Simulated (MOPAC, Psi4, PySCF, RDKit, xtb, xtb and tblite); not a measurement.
Two geometries of C3H6OS, SMILES CSCC=O, relaxed at GFN2-xTB with one dihedral held; other torsions can differ between them too.

Structure A

```
11

C      1.6053    -0.0790    -0.7068
S      0.6399    -0.7106     0.6889
C     -1.0379    -0.6456    -0.0525
C     -1.2903     0.8242    -0.0031
O     -1.0022     1.5920    -0.8836
H      1.6186    -0.8186    -1.5027
H      1.1671     0.8545    -1.0533
H      2.6107     0.0939    -0.3381
H     -0.9927    -1.0521    -1.0612
H     -1.6932    -1.2241     0.5914
H     -1.6528     1.1782     0.9786
```

Structure B

```
11

C     -1.7157    -0.1612    -0.7060
S     -0.7299    -0.8091     0.6747
C      0.9280    -0.5741    -0.0254
C      1.3844     0.8584     0.0106
O      2.4427     1.2380    -0.3979
H     -1.5565    -0.7793    -1.5853
H     -1.4387     0.8698    -0.9057
H     -2.7548    -0.2140    -0.3994
H      0.9563    -0.9643    -1.0449
H      1.6101    -1.1746     0.5800
H      0.6594     1.5496     0.4819
```

Problem. Which is lower in energy at the level DF-MP2 (frozen core)/cc-pVTZ // GFN2-xTB (Psi4), and by how much?

Solution. A is lower, by 1.82 kcal/mol (dihedral S2–C3–C4–O5: 90° in A, 180° in B).

E(B) − E(A) in kcal/mol at the other levels, on the same two geometries: GFN2-xTB (xtb and tblite) 2.23; MMFF94 // GFN2-xTB (RDKit) -2.78; B3LYP/def2-TZVP // GFN2-xTB (Psi4) 1.24; B3LYP-D3(BJ)/def2-TZVP // GFN2-xTB (Psi4) 1.70; PBE/def2-TZVP // GFN2-xTB (Psi4) 2.34; PBE-D3(BJ)/def2-TZVP // GFN2-xTB (Psi4) 2.59; wB97X-D/def2-TZVP // GFN2-xTB (Psi4) 0.75; HF/cc-pVTZ // GFN2-xTB (Psi4) -0.75; UFF // GFN2-xTB (RDKit) -7.54; PM6, restricted, heats of formation // GFN2-xTB (MOPAC) 0.80; PM7, restricted, heats of formation // GFN2-xTB (MOPAC) -0.09; GFN1-xTB // GFN2-xTB (xtb) 2.60; restricted B3LYP/6-31G*, spherical d // GFN2-xTB (PySCF) 1.38; restricted B3LYP/3-21G // GFN2-xTB (PySCF) 2.73; restricted BP86/6-31G*, spherical d // GFN2-xTB (PySCF) 2.12; restricted Hartree-Fock/3-21G // GFN2-xTB (PySCF) 0.82.
